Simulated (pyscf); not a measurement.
**Cl–Ge(Cl)(Cl)–SeH, singlet**

Gas-phase minimum from PySCF at ωB97X-D3(BJ)/def2-SVP, one conformer. 

SMILES: [Cl][Ge]([Cl])([SeH])[Cl]
```xyz
6

Cl    -0.2470    -0.0980     2.0532
Ge    -1.1831    -0.4140     0.1654
Cl    -1.2615    -2.5048    -0.2187
Cl    -3.1725     0.3278     0.3441
Se    -0.0291     0.5584    -1.5714
H     -0.2011     1.8916    -0.9823
```

Bond lengths (Å): Cl1–Ge2 2.131, Ge2–Cl3 2.127, Ge2–Cl4 2.131, Ge2–Se5 2.301, Se5–H6 1.468. Bond angles (°): Cl1–Ge2–Cl3 108.8, Cl1–Ge2–Cl4 106.5, Cl1–Ge2–Se5 112.7, Cl3–Ge2–Cl4 108.8, Cl3–Ge2–Se5 107.3, Cl4–Ge2–Se5 112.6, Ge2–Se5–H6 91.3.

Properties at ωB97X-D3(BJ)/def2-SVP:

```yaml
harmonic_wavenumbers_unscaled: 75, 100, 144, 153, 156, 157, 312, 439, 466, 472, 697, 2498 cm⁻¹
zero_point_energy: 8.1 kcal/mol
rotational_symmetry_number: 1
Entropy of this conformer at 298 K and 1 atm, rigid rotor and harmonic oscillator, modes under 100 cm⁻¹ raised to 100: 395.4 J/(mol K)
dipole_moment: 1.71 D
```

Single-point totals, which compare only within one level:

| level | total energy (hartree) |
|---|---|
| ωB97X-D3(BJ)/def2-TZVP | -5859.87364 |
| PBE/def2-TZVP | -5858.72831 |
| r²SCAN/def2-TZVP | -5859.86013 |
| B3LYP-D3(BJ)/def2-TZVP | -5860.10274 |
| PBE0-D3(BJ)/def2-TZVP | -5858.97956 |
| M06-2X/def2-TZVP | -5859.95753 |
| ωB97M-D3(BJ)/def2-TZVP | -5860.14781 |

Soft torsions are taken as harmonic, which can shift the entropy by several J/(mol K). Elements up to Kr have no core potential and no relativistic terms here.
